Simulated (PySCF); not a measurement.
C5H7O3 (doublet state).
Atom-mapped SMILES: `[CH3:1][CH:2][C@H:3]1[CH2:4][O:5][C:6](=[O:7])[O:8]1` (hydrogens: H9, H10, H11 on C1; H12 on C2; H13 on C3; H14, H15 on C4)

Cartesian coordinates in Å at the GFN2-xTB level; atoms count from 1:
```
atom  x, y, z in Å
C1     2.3439   -0.0307    0.2374
C2     0.9112    0.0693    0.5595
C3    -0.1400   -0.0535   -0.4678
C4    -1.3206   -0.9806   -0.0522
O5    -2.4366   -0.1234    0.0354
C6    -2.1018    1.1299   -0.3260
O7    -2.8576    2.0438   -0.3428
O8    -0.8118    1.2060   -0.6672
H9     2.5100   -0.6576   -0.6367
H10    2.9036   -0.4274    1.0834
H11    2.7643    0.9582    0.0172
H12    0.6129    0.4200    1.5330
H13    0.2879   -0.3461   -1.4322
H14   -1.1488   -1.4435    0.9235
H15   -1.5210   -1.7564   -0.7957
```

The hyperfine couplings belong to this conformer and change with its torsions.

Level of theory: UKS B3LYP, pcH-1 on C H O, non-relativistic, mean-field spin-orbit, GIAO in PySCF. The structure is a single GFN2-xTB conformer in the gas phase; no vibrational or solvent corrections. Couplings are sensitive to structure, and on GFN2-xTB geometries they can be far from those on DFT ones. The SCF solution wasn't tested for stability.

Principal values of hyperfine tensors in MHz (contact and dipolar terms together), for some of the nuclei:

| atom | isotope | A1 | A2 | A3 |
| --- | --- | --- | --- | --- |
| H11 | 1H | 163.73 | 166.93 | 178.09 |
| C2 | 13C | 14.60 | 15.50 | 253.36 |
| H12 | 1H | -97.20 | -61.39 | -21.25 |
| C4 | 13C | 50.28 | 51.15 | 61.33 |
| H10 | 1H | 49.18 | 49.57 | 63.45 |
| O8 | 17O | -60.82 | -36.78 | -36.01 |
| C1 | 13C | -34.35 | -31.07 | -28.81 |
| H9 | 1H | 21.88 | 22.19 | 35.57 |

Task: Give the isotropic coupling of each nucleus in MHz and in mT (g = 2.0024), and the anisotropic part.

Result: a_iso is a third of the trace, T = A − a_iso, and a(mT) = a(MHz)/(g × 13.996).

```tsv
atom	a_iso (MHz)	a_iso (mT)	T1	T2	T3
H11	169.58	6.051	-5.85	-2.65	8.50
C2	94.49	3.371	-79.89	-78.99	158.88
H12	-59.95	-2.139	-37.25	-1.45	38.70
C4	54.25	1.936	-3.97	-3.11	7.08
H10	54.07	1.929	-4.89	-4.50	9.38
O8	-44.54	-1.589	-16.28	7.76	8.52
C1	-31.41	-1.121	-2.94	0.34	2.60
H9	26.55	0.947	-4.67	-4.36	9.02
```

Task: What spin density at the nucleus of O8 lies behind its contact coupling (g_N = -0.75752)?

Result: a_FC = (2μ0/3) gₑ μB g_N μN ρ(0)/(2S·h) = 800.24 MHz × g_N × ρ(0)/(2S), with ρ in bohr⁻³. With a_FC = -44.54 MHz and 2S = 1, ρ(0) = 0.07347 bohr⁻³. The nuclear moment is negative, so coupling and spin density have opposite signs.

Task: C3 (13C, g_N = 1.40482) isn't in the table. Its spin density at the nucleus is -0.01805 bohr⁻³. What is its contact coupling?

Result: By the same relation, a_FC = -20.3 MHz. Its full tensor has the principal values -22.31, -20.61, -17.97 MHz.

Task: Name the largest traceless tensor T of the table and describe it.

Result: C2: -79.9, -79.0, 158.9 MHz, axial, in the ratio −1:−1:+2, the form that spin in one p orbital centred on that nucleus gives.

Task: What first-order splitting does H11 cause when the field lies along A1, A2 or A3 of its tensor (g taken as isotropic, no quadrupole term)?

Result: 2 lines (I = 1/2), spaced by |A_i|/(g × 13.996): 5.84, 5.96, 6.35 mT along the axes of A1, A2 and A3.
